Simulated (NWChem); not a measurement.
System: AlH₂I; SMILES [AlH2][I]

NWChem input:

```
start job
memory heap 200 mb stack 900 mb global 1100 mb
geometry units angstroms noautoz
  Al     0.000000     0.000000    -1.957853
  H      0.000000     1.399606    -2.693494
  H      0.000000    -1.399606    -2.693494
  I      0.000000     0.000000     0.516645
end
basis spherical
  * library def2-svp
end
ecp
  I library def2-ecp
end
dft
  xc hfexch
  iterations 150
end
tddft
  cis
  nroots 6
end
task tddft energy
```

The geometry was optimised at PBE0/def2-SVP. def2 effective core potentials on I; no spin-orbit coupling.

Vertical excitations in the gas phase.

Task: Predict the main results of this run. (Hartree-Fock/def2-SVP with def2 effective core potentials on I, CIS.) Quantities: lowest excitation, singlet (eV); oscillator strength of that lowest state; lowest state with f > 0.02, singlet (eV); oscillator strength of that bright state; lowest triplet (eV); orbital gap (eV).

Result: 
```json
{
  "lowest excitation, singlet (eV)": "5.76",
  "oscillator_strength_of_that_lowest_state": "0.000",
  "lowest state with f > 0.02, singlet (eV)": "6.54",
  "oscillator_strength_of_that_bright_state": "0.077",
  "lowest triplet (eV)": "5.47",
  "orbital gap (eV)": "10.97"
}
```
